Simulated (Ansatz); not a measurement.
`FCC1=C[SiH2]1` + H₂ → `CC1=C[SiH2]1` + H–F  (hydrogenolysis of a C–F bond)

Gas-phase electronic energies from Ansatz, PBE0-D4/def2-TZVP geometries. CCSD(T)/CBS adds triple-zeta CCSD(T) − MP2 to the extrapolated MP2 energy (def2 sets, frozen cores). This one scheme is used for every species. Functionals use def2-TZVPP. HSE06 is defined as in plane-wave codes. One conformer a species, not always the lowest.

```tsv
species	HSE06-D4 energy (Eh)
`FCC1=C[SiH2]1`	-506.30577
H₂	-1.16802
`CC1=C[SiH2]1`	-407.12502
H–F	-100.39003
```

Work out ΔE.

ΔE = (-407.12502) + (-100.39003) − (-506.30577) − (-1.16802) = -0.04126 Eh = -108.3 kJ/mol. CCSD(T)/CBS gives -113.8 kJ/mol.

Largest T1 diagnostic among the species: 0.012.

In def2-TZVPP, CCSD(T) changes the Hartree–Fock value by −3.5 kJ/mol (the triples alone add +1.8 kJ/mol) and MP2 by −10.0 kJ/mol. From PBE to PBE0 (25 % exact exchange), in def2-TZVPP and without D4, ΔE moves by −6.6 kJ/mol.
